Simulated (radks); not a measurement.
Ag+, 46 electrons, occupied as [Kr] 4d9 5s1 (not the ground configuration). All-electron calculation, scalar-relativistic Kohn-Sham, PBE, spin-polarised, spherical densities, finite nucleus; open shells are filled with parallel spins first (spin-orbit coupling, left out, can overturn this in heavy ions); Fermi nuclear charge, rms radius 4.5454 fm. Program: a radial shooting solver on a logarithmic mesh with Libxc functionals.

Normalised radial functions P(r) = r R(r), r in bohr:

r	4s up	4s down	4d down
0.003355	0.1290	0.1292	0.0000
0.004475	0.1596	0.1597	0.0001
0.005969	0.1932	0.1934	0.0002
0.007961	0.2271	0.2274	0.0005
0.01053	0.2551	0.2554	0.0010
0.01405	0.2699	0.2702	0.0023
0.01874	0.2573	0.2576	0.0050
0.02499	0.2014	0.2016	0.0107
0.03333	0.0883	0.0884	0.0221
0.04446	-0.0820	-0.0821	0.0441
0.05882	-0.2735	-0.2738	0.0823
0.07846	-0.4231	-0.4236	0.1470
0.1046	-0.4146	-0.4150	0.2414
0.1396	-0.1634	-0.1636	0.3550
0.1861	0.2761	0.2765	0.4495
0.2463	0.6348	0.6355	0.4577
0.3285	0.5880	0.5885	0.3072
0.4381	0.0007	0.0001	-0.0251
0.5844	-0.7882	-0.7896	-0.4543
0.7794	-1.2171	-1.2178	-0.8074
1.031	-1.0582	-1.0580	-0.9287
1.375	-0.5896	-0.5886	-0.8127
1.835	-0.2121	-0.2109	-0.5679
2.447	-0.0466	-0.0460	-0.3214
3.263	-0.0056	-0.0055	-0.1432
4.318	-0.0003	-0.0003	-0.0481
5.759	0.0000	0.0000	-0.0103
7.681	0.0000	0.0000	-0.0013

4s up: eigenvalue -108.12 eV, 3 radial nodes at r = 0.0391, 0.157, 0.438 bohr, <r> = 0.910 bohr, 90 % of the charge inside 1.32 bohr. 4s down: eigenvalue -107.35 eV, 3 radial nodes at r = 0.0391, 0.157, 0.438 bohr, <r> = 0.909 bohr, 90 % of the charge inside 1.32 bohr. 4d down: eigenvalue -18.688 eV, 1 radial node at r = 0.430 bohr, <r> = 1.33 bohr, 90 % of the charge inside 2.11 bohr.
